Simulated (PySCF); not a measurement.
Species: C8H7F3S.
Geometry (PBE0-D3(BJ)/def2-SVP, Å), atoms numbered from 1 in this order:
```xyz
19
C8H7F3S angstrom
C     -1.921    3.058    0.513
C     -1.838    1.865    0.320
C     -1.734    0.427    0.090
C     -0.950    0.116   -1.212
C      0.445   -0.148   -0.727
C      0.459   -0.365    0.595
S      1.775   -0.801    1.675
C      2.940   -1.593    0.535
F      3.431   -0.751   -0.374
F      3.951   -2.051    1.263
F      2.399   -2.610   -0.123
C     -0.914   -0.264    1.206
H     -1.999    4.115    0.683
H     -2.755    0.015    0.045
H     -1.007    0.945   -1.933
H     -1.365   -0.776   -1.716
H      1.309   -0.200   -1.390
H     -0.934    0.303    2.149
H     -1.300   -1.276    1.425
```

Computed, not measured: PBE0-D3(BJ)/def2-SVP geometry optimisation, gas phase in PySCF.

Take the most abundant isotopes and a rigid rotor. The values belong to one conformer with, in the numbering `[CH:1]#[C:2][C@H:3]1[CH2:4][CH:5]=[C:6]([S:7][C:8]([F:9])([F:10])[F:11])[CH2:12]1`, C5–C6–S7–C8 -24°, C2–C3–C4–C5 97°, C3–C4–C5–C6 16°, C5–C6–C12–C3 -15°, C2–C3–C12–C6 -97°.

Q: What are A, B and C (GHz)?

A: Ia = 253.80, Ib = 1219.82, Ic = 1273.08 u·Å²; 505379 MHz·u·Å²/I gives 1991, 414.3 and 397.0 MHz, that is A = 1.9912, B = 0.4143, C = 0.3970 GHz.

Q: What kind of rotor is it?

A: A near-prolate asymmetric top. Ray's parameter κ = (2B − A − C)/(A − C) = -0.978; −1 is the prolate and +1 the oblate limit.

Q: Is it planar, by Δ = Ic − Ia − Ib?

A: Not planar: Δ = Ic − Ia − Ib = -200.54 u·Å². For a rigid frame Δ = −2 Σ m c², so Σ m c² = 100.27 u·Å² lies off the ab plane: 13.93 from hydrogen and 86.34 from heavier atoms. The atom farthest from that plane is 2.16 Å away.

Q: Give the other two planar moments, Paa and Pbb, and the rms extents of the mass along the axes.

A: Paa = Σ m a² = (Ib + Ic − Ia)/2 = 1119.55 and Pbb = Σ m b² = (Ia + Ic − Ib)/2 = 153.53 u·Å². With the mass M = 192.02 u, the rms extents √(P/M) along a, b and c are 2.41, 0.89, 0.72 Å.

Q: Where do the levels up to J = 2 lie, in MHz?

A: Above 0(0,0):
J = 1: 1(0,1) 811, 1(1,1) 2388, 1(1,0) 2406
J = 2: 2(0,2) 2434, 2(1,2) 3993, 2(1,1) 4045, 2(2,1) 8776, 2(2,0) 8776
Those of J = 1 are B + C, A + C and A + B.

Q: Which types of transition are allowed, and where do some lines up to J = 3 fall?

A: The dipole components are |μa| = 1.48 D, |μb| = 0.61 D, |μc| = 0.73 D. The squared components, which scale the intensities, stand as 1.00 : 0.17 : 0.24 (a : b : c). Some lines, for components of 0.1 D or more:

```csv
type,branch,"J(Ka,Kc)",MHz,lower level (cm⁻¹)
b,R,"3(0,3) ← 2(1,2)",874,0.133
a,R,"2(1,2) ← 1(1,1)",1605,0.080
b,Q,"2(1,1) ← 2(0,2)",1612,0.081
a,R,"2(1,1) ← 1(1,0)",1640,0.080
c,R,"1(1,0) ← 0(0,0)",2406,0.000
a,R,"3(1,3) ← 2(1,2)",2408,0.133
a,R,"3(2,2) ← 2(2,1)",2434,0.293
a,R,"3(2,1) ← 2(2,0)",2434,0.293
c,R,"2(2,0) ← 1(1,0)",6371,0.080
b,R,"2(2,0) ← 1(1,1)",6388,0.080
b,R,"3(2,1) ← 2(1,2)",7217,0.133
b,Q,"3(3,0) ← 3(2,1)",7927,0.374
b,Q,"3(3,1) ← 3(2,2)",7928,0.374
b,R,"3(3,1) ← 2(2,0)",10362,0.293
b,R,"3(3,0) ← 2(2,1)",10362,0.293
```

No frequency check. Zero-point vibration and centrifugal distortion are left out.
